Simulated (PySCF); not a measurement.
## Calculated data, BGe$_{2}$H$_{9}$Si, CH$_{8}$AlGeN, CH$_{6}$AlGeN, AlGeH$_{5}$N$_{2}$ and others

Computed with PySCF 2.14.0. Calculation on a computer-drawn molecule: the log of a Hartree-Fock and frozen-core CCSD(T) single point meant for a local Hartree-Fock minimum, with one planted fault or none, to be diagnosed. Offsets are logged minus clean, where the clean run is the same molecule without the fault. The reference is restricted for singlets and unrestricted otherwise, and also for a bond in bohr or an excited solution. Adding or removing an electron swaps singlet and doublet. The excited solution moves the top pair (singlet) or top alpha electron (doublet) to the lowest empty orbital. Highest occupied and lowest empty are orbital energies over both spins, largest force is the largest gradient component, triples share is (T) over the correlation energy, the T1 limit is 0.02 restricted and 0.045 unrestricted, electrons count all cores, a negative frequency is imaginary (commonest isotopes), and the dipole is about the centre of nuclear charge; on germanium a core potential holds 10 electrons, which the energies leave out, and 3d is frozen in MP2 and coupled-cluster steps.

Common to all runs: meant multiplicity 1; meant basis and core potential on germanium cc-pVDZ-PP ECP10MDF; logged SCF converged yes; possible faults no fault, one electron removed, one electron added, multiplicity raised by two, geometry at a saddle point, SCF held on an excited solution, minimal basis STO-3G, one bond length entered in bohr, all coordinates scaled.

(1) 
```xyz
13
formula=BGe2H9Si meant_charge=0 meant_basis=cc-pV(D+d)Z logged_electrons=92 logged_basis_functions=128 logged_spin_squared=0.8601 logged_highest_occupied=-8.834 logged_lowest_empty=0.67821 logged_largest_force=0.0073003 logged_T1_diagnostic=0.037377 logged_D1_diagnostic=0.18156 logged_triples_share=0.032259 logged_CC_converged=yes logged_dipole_magnitude=0.74823 logged_SCF_stable_within_its_kind=yes logged_energy_HF=-905.46999 logged_energy_CCSD(T)=-905.93421 planted_fault=one_bond_length_entered_in_bohr,row_12_of_the_drawn_bonds HF_energy_offset_from_clean_run=62.39 CCSD(T)_energy_offset_from_clean_run=71.13
Ge    -1.2885    -2.4442    -1.1120
B     -0.8358    -0.4117    -1.3012
Si    -1.2218     0.9944     0.1117
Ge     0.7458     1.1838     1.5064
H     -1.6516    -2.8548     0.3216
H     -2.5019    -2.7455    -2.0077
H     -0.1256    -3.3297    -1.5815
H     -0.2794    -0.0744    -2.3103
H     -1.4975     2.3319    -0.4720
H     -2.3631     0.6250     0.9867
H      0.5072     2.2079     2.6215
H      1.9553     1.6373     0.6792
H      1.3926    -1.3657     2.7260
```

Units: logged_highest_occupied, logged_lowest_empty in eV; logged_largest_force in hartree/bohr; logged_dipole_magnitude in debye; logged_energy_HF, logged_energy_CCSD(T) in hartree; HF_energy_offset_from_clean_run, CCSD(T)_energy_offset_from_clean_run in kcal/mol.

Drawn bonds:
| atom | other atom | order |
| --- | --- | --- |
| 1 | 2 | 1 |
| 2 | 3 | 1 |
| 3 | 4 | 1 |
| 1 | 5 | 1 |
| 1 | 6 | 1 |
| 1 | 7 | 1 |
| 2 | 8 | 1 |
| 3 | 9 | 1 |
| 3 | 10 | 1 |
| 4 | 11 | 1 |
| 4 | 12 | 1 |
| 4 | 13 | 1 |

(2) 
```xyz
12
formula=CH8AlGeN meant_charge=0 meant_basis=cc-pV(D+d)Z logged_electrons=67 logged_basis_functions=114 logged_spin_squared=0.7645 logged_highest_occupied=1.587 logged_lowest_empty=7.6505 logged_largest_force=0.033309 logged_T1_diagnostic=0.014497 logged_D1_diagnostic=0.063237 logged_triples_share=0.026852 logged_CC_converged=yes logged_dipole_magnitude=6.6502 logged_SCF_stable_within_its_kind=yes logged_energy_HF=-632.23255 logged_energy_CCSD(T)=-632.80727 planted_fault=one_electron_added HF_energy_offset_from_clean_run=47.49 CCSD(T)_energy_offset_from_clean_run=37.6
N      0.7884     1.5331     2.5357
Al     1.1397     1.8105     0.8279
C      0.7181     0.4351    -0.5054
Ge     2.2199    -0.6518    -1.1593
H      0.9938     2.1815     3.2731
H      0.3667     0.7104     2.9246
H      1.8026     3.1901     0.4315
H      0.2797     0.9152    -1.3894
H     -0.0321    -0.2618    -0.1138
H      3.3100     0.2411    -1.7724
H      2.8526    -1.4454    -0.0046
H      1.7598    -1.6512    -2.2305
```

Units: logged_highest_occupied, logged_lowest_empty in eV; logged_largest_force in hartree/bohr; logged_dipole_magnitude in debye; logged_energy_HF, logged_energy_CCSD(T) in hartree; HF_energy_offset_from_clean_run, CCSD(T)_energy_offset_from_clean_run in kcal/mol.

Drawn bonds:
| atom | other atom | order |
| --- | --- | --- |
| 1 | 2 | 1 |
| 2 | 3 | 1 |
| 3 | 4 | 1 |
| 1 | 5 | 1 |
| 1 | 6 | 1 |
| 2 | 7 | 1 |
| 3 | 8 | 1 |
| 3 | 9 | 1 |
| 4 | 10 | 1 |
| 4 | 11 | 1 |
| 4 | 12 | 1 |

Notes: highest electron not bound in this basis.

(3) 
```xyz
10
formula=CH6AlGeN meant_charge=0 meant_basis=cc-pV(D+d)Z logged_electrons=65 logged_basis_functions=104 logged_spin_squared=0.7632 logged_highest_occupied=0.3528 logged_lowest_empty=7.182 logged_largest_force=0.053361 logged_T1_diagnostic=0.018704 logged_D1_diagnostic=0.097383 logged_triples_share=0.030969 logged_CC_converged=yes logged_dipole_magnitude=2.1442 logged_SCF_stable_within_its_kind=yes logged_energy_HF=-631.05785 logged_energy_CCSD(T)=-631.60325 planted_fault=one_electron_added HF_energy_offset_from_clean_run=23.36 CCSD(T)_energy_offset_from_clean_run=16.74
N      0.8080     3.8609     2.0316
Al     0.2272     3.0085     0.5955
C     -0.2647     1.1524     0.6520
Ge    -0.8478     0.2781    -0.7756
H      1.0757     4.8270     2.0521
H      0.9221     3.4638     2.9452
H      0.1225     3.8273    -0.7551
H     -0.2099     0.5496     1.5568
H     -1.0007     0.9308    -2.1419
H     -1.2523    -1.1926    -0.7929
```

Units: logged_highest_occupied, logged_lowest_empty in eV; logged_largest_force in hartree/bohr; logged_dipole_magnitude in debye; logged_energy_HF, logged_energy_CCSD(T) in hartree; HF_energy_offset_from_clean_run, CCSD(T)_energy_offset_from_clean_run in kcal/mol.

Drawn bonds:
| atom | other atom | order |
| --- | --- | --- |
| 1 | 2 | 1 |
| 2 | 3 | 1 |
| 3 | 4 | 2 |
| 1 | 5 | 1 |
| 1 | 6 | 1 |
| 2 | 7 | 1 |
| 3 | 8 | 1 |
| 4 | 9 | 1 |
| 4 | 10 | 1 |

Notes: highest electron not bound in this basis.

(4) 
```xyz
9
formula=AlGeH5N2 meant_charge=0 meant_basis=cc-pV(D+d)Z logged_electrons=64 logged_basis_functions=99 logged_spin_squared=0 logged_highest_occupied=-5.0349 logged_lowest_empty=-2.6075 logged_largest_force=0.065826 logged_CC_converged=no logged_dipole_magnitude=2.1103 logged_SCF_stable_within_its_kind=no logged_energy_HF=-646.89328 planted_fault=SCF_held_on_an_excited_solution HF_energy_offset_from_clean_run=180.1
N     -0.2348    -0.5734     0.3980
Al    -1.2298     0.7877    -0.1268
N     -1.9206     1.8974     1.1098
Ge    -2.9791     3.3856     0.9386
H      0.0026    -0.8142     1.3418
H      0.1849    -1.2349    -0.2282
H     -1.4937     1.0056    -1.6596
H     -1.7136     1.7022     2.0765
H     -3.0551     3.3305    -0.6506
```

Units: logged_highest_occupied, logged_lowest_empty in eV; logged_largest_force in hartree/bohr; logged_dipole_magnitude in debye; logged_energy_HF in hartree; HF_energy_offset_from_clean_run in kcal/mol.

Drawn bonds:
| atom | other atom | order |
| --- | --- | --- |
| 1 | 2 | 1 |
| 2 | 3 | 1 |
| 3 | 4 | 1 |
| 1 | 5 | 1 |
| 1 | 6 | 1 |
| 2 | 7 | 1 |
| 3 | 8 | 1 |
| 4 | 9 | 1 |

Notes: CCSD not converged.

(5) 
```xyz
9
formula=AlGeH5N2 meant_charge=0 meant_basis=cc-pV(D+d)Z logged_electrons=63 logged_basis_functions=99 logged_spin_squared=0.7586 logged_highest_occupied=-12.262 logged_lowest_empty=-6.4583 logged_largest_force=0.092881 logged_T1_diagnostic=0.044081 logged_D1_diagnostic=0.27419 logged_triples_share=0.028733 logged_CC_converged=yes logged_dipole_magnitude=13.4 logged_SCF_stable_within_its_kind=yes logged_energy_HF=-646.87726 logged_energy_CCSD(T)=-647.38274 planted_fault=one_electron_removed HF_energy_offset_from_clean_run=190.1 CCSD(T)_energy_offset_from_clean_run=215.4
N     -0.2348    -0.5734     0.3980
Al    -1.2298     0.7877    -0.1268
N     -1.9206     1.8974     1.1098
Ge    -2.9791     3.3856     0.9386
H      0.0026    -0.8142     1.3418
H      0.1849    -1.2349    -0.2282
H     -1.4937     1.0056    -1.6596
H     -1.7136     1.7022     2.0765
H     -3.0551     3.3305    -0.6506
```

Units: logged_highest_occupied, logged_lowest_empty in eV; logged_largest_force in hartree/bohr; logged_dipole_magnitude in debye; logged_energy_HF, logged_energy_CCSD(T) in hartree; HF_energy_offset_from_clean_run, CCSD(T)_energy_offset_from_clean_run in kcal/mol.

Drawn bonds:
| atom | other atom | order |
| --- | --- | --- |
| 1 | 2 | 1 |
| 2 | 3 | 1 |
| 3 | 4 | 1 |
| 1 | 5 | 1 |
| 1 | 6 | 1 |
| 2 | 7 | 1 |
| 3 | 8 | 1 |
| 4 | 9 | 1 |

(6) 
```xyz
9
formula=AlGeH5N2 meant_charge=0 meant_basis=cc-pV(D+d)Z logged_electrons=64 logged_basis_functions=99 logged_spin_squared=2.0444 logged_highest_occupied=-3.4574 logged_lowest_empty=-0.92146 logged_largest_force=0.081943 logged_T1_diagnostic=0.064681 logged_D1_diagnostic=0.33444 logged_triples_share=0.037823 logged_CC_converged=yes logged_dipole_magnitude=9.4474 logged_SCF_stable_within_its_kind=yes logged_energy_HF=-646.98686 logged_energy_CCSD(T)=-647.5182 planted_fault=multiplicity_raised_by_two HF_energy_offset_from_clean_run=121.3 CCSD(T)_energy_offset_from_clean_run=130.4
N     -0.2348    -0.5734     0.3980
Al    -1.2298     0.7877    -0.1268
N     -1.9206     1.8974     1.1098
Ge    -2.9791     3.3856     0.9386
H      0.0026    -0.8142     1.3418
H      0.1849    -1.2349    -0.2282
H     -1.4937     1.0056    -1.6596
H     -1.7136     1.7022     2.0765
H     -3.0551     3.3305    -0.6506
```

Units: logged_highest_occupied, logged_lowest_empty in eV; logged_largest_force in hartree/bohr; logged_dipole_magnitude in debye; logged_energy_HF, logged_energy_CCSD(T) in hartree; HF_energy_offset_from_clean_run, CCSD(T)_energy_offset_from_clean_run in kcal/mol.

Drawn bonds:
| atom | other atom | order |
| --- | --- | --- |
| 1 | 2 | 1 |
| 2 | 3 | 1 |
| 3 | 4 | 1 |
| 1 | 5 | 1 |
| 1 | 6 | 1 |
| 2 | 7 | 1 |
| 3 | 8 | 1 |
| 4 | 9 | 1 |

Notes: T1 above single-reference limit.

(7) 
```xyz
8
formula=AlGeH4N2 meant_charge=1 meant_basis=cc-pV(D+d)Z logged_electrons=62 logged_basis_functions=94 logged_spin_squared=0 logged_highest_occupied=-8.7805 logged_lowest_empty=-9.1917 logged_largest_force=0.10628 logged_CC_converged=no logged_dipole_magnitude=9.6926 logged_SCF_stable_within_its_kind=no logged_energy_HF=-645.88277 planted_fault=SCF_held_on_an_excited_solution HF_energy_offset_from_clean_run=270.9
N      0.0007     2.3281     0.9391
Al     0.5664     0.9263     0.1233
N      1.1122    -0.4267    -0.6644
Ge     1.6698    -1.8053    -1.4577
H     -0.4803     3.0960     0.5034
H      0.1013     2.5040     1.9238
H      1.4677    -1.9870    -2.9472
H      2.3898    -2.9046    -0.7056
```

Units: logged_highest_occupied, logged_lowest_empty in eV; logged_largest_force in hartree/bohr; logged_dipole_magnitude in debye; logged_energy_HF in hartree; HF_energy_offset_from_clean_run in kcal/mol.

Drawn bonds:
| atom | other atom | order |
| --- | --- | --- |
| 1 | 2 | 1 |
| 2 | 3 | 2 |
| 3 | 4 | 1 |
| 1 | 5 | 1 |
| 1 | 6 | 1 |
| 4 | 7 | 1 |
| 4 | 8 | 1 |

Notes: CCSD not converged.

(8) 
```xyz
8
formula=AlClGeH4N meant_charge=1 meant_basis=cc-pV(D+d)Z logged_electrons=72 logged_basis_functions=103 logged_spin_squared=0 logged_highest_occupied=-16.144 logged_lowest_empty=-4.9863 logged_largest_force=2.988e-05 logged_lowest_frequency=20.372 logged_T1_diagnostic=0.017005 logged_D1_diagnostic=0.067286 logged_triples_share=0.027927 logged_CC_converged=yes logged_dipole_magnitude=5.0535 logged_SCF_stable_within_its_kind=yes logged_energy_HF=-1051.39685 logged_energy_CCSD(T)=-1051.9018
N      1.4709     0.3611     0.1960
Ge     2.5640    -0.5368    -0.8246
Al     2.0320    -2.0624    -2.9038
Cl     4.5236    -0.2164    -0.1238
H      0.4746     0.3666     0.0638
H      1.7742     0.9222     0.9745
H      0.4962    -2.1257    -3.1220
H      3.3532    -2.6020    -3.5092
```

Units: logged_highest_occupied, logged_lowest_empty in eV; logged_largest_force in hartree/bohr; logged_lowest_frequency in cm⁻¹; logged_dipole_magnitude in debye; logged_energy_HF, logged_energy_CCSD(T) in hartree.

Drawn bonds:
| atom | other atom | order |
| --- | --- | --- |
| 1 | 2 | 1 |
| 2 | 3 | 1 |
| 2 | 4 | 1 |
| 1 | 5 | 1 |
| 1 | 6 | 1 |
| 3 | 7 | 1 |
| 3 | 8 | 1 |

(9) 
```xyz
8
formula=AlClGeH4N meant_charge=1 meant_basis=cc-pV(D+d)Z logged_electrons=73 logged_basis_functions=103 logged_spin_squared=0.7586 logged_highest_occupied=-5.9997 logged_lowest_empty=0.8724 logged_largest_force=0.05961 logged_T1_diagnostic=0.017315 logged_D1_diagnostic=0.076959 logged_triples_share=0.027332 logged_CC_converged=yes logged_dipole_magnitude=2.5909 logged_SCF_stable_within_its_kind=yes logged_energy_HF=-1051.59818 logged_energy_CCSD(T)=-1052.11352
N      1.4709     0.3611     0.1960
Ge     2.5640    -0.5368    -0.8246
Al     2.0320    -2.0624    -2.9038
Cl     4.5236    -0.2164    -0.1238
H      0.4746     0.3666     0.0638
H      1.7742     0.9222     0.9745
H      0.4962    -2.1257    -3.1220
H      3.3532    -2.6020    -3.5092
```

Units: logged_highest_occupied, logged_lowest_empty in eV; logged_largest_force in hartree/bohr; logged_dipole_magnitude in debye; logged_energy_HF, logged_energy_CCSD(T) in hartree.

Drawn bonds:
| atom | other atom | order |
| --- | --- | --- |
| 1 | 2 | 1 |
| 2 | 3 | 1 |
| 2 | 4 | 1 |
| 1 | 5 | 1 |
| 1 | 6 | 1 |
| 3 | 7 | 1 |
| 3 | 8 | 1 |

(10) 
```xyz
8
formula=GeH5N2 meant_charge=1 meant_basis=cc-pVDZ logged_electrons=50 logged_basis_functions=76 logged_spin_squared=0 logged_highest_occupied=-8.4718 logged_lowest_empty=-11.466 logged_largest_force=0.17339 logged_CC_converged=no logged_dipole_magnitude=5.8143 logged_SCF_stable_within_its_kind=no logged_energy_HF=-404.35977
N     -0.8402    -0.3823    -0.0193
Ge     0.8096     0.1163     0.1493
N      1.6735     0.6911    -1.2371
H     -1.3775    -0.7211     0.7587
H     -1.3489    -0.3623    -0.8849
H      1.4849     0.0505     1.4859
H      2.6312     0.9888    -1.1836
H      1.2788     0.7600    -2.1580
```

Units: logged_highest_occupied, logged_lowest_empty in eV; logged_largest_force in hartree/bohr; logged_dipole_magnitude in debye; logged_energy_HF in hartree.

Drawn bonds:
| atom | other atom | order |
| --- | --- | --- |
| 1 | 2 | 1 |
| 2 | 3 | 1 |
| 1 | 4 | 1 |
| 1 | 5 | 1 |
| 2 | 6 | 1 |
| 3 | 7 | 1 |
| 3 | 8 | 1 |

Notes: CCSD not converged.

Questions
1. Which fault was planted in the run of AlClGeH$_{4}$N (entry 8)?
2. Which fault was planted in the run of AlClGeH$_{4}$N (entry 9)?
3. Which fault was planted in the run of GeH$_{5}$N$_{2}$ (entry 10)?

Answers
1. no fault
2. one electron added
3. SCF held on an excited solution

Further results for AlClGeH$_{4}$N (entry 8):

| Item | Value |
| --- | --- |
| HF energy offset from clean run | 0 kcal/mol |
| CCSD(T) energy offset from clean run | 0 kcal/mol |

Further results for AlClGeH$_{4}$N (entry 9):

| Quantity | Value |
| --- | --- |
| HF energy offset from clean run | -126.3 kcal/mol |
| CCSD(T) energy offset from clean run | -132.9 kcal/mol |

Further results for GeH$_{5}$N$_{2}$ (entry 10):

| Item | Value |
| --- | --- |
| HF energy offset from clean run | 383.6 kcal/mol |
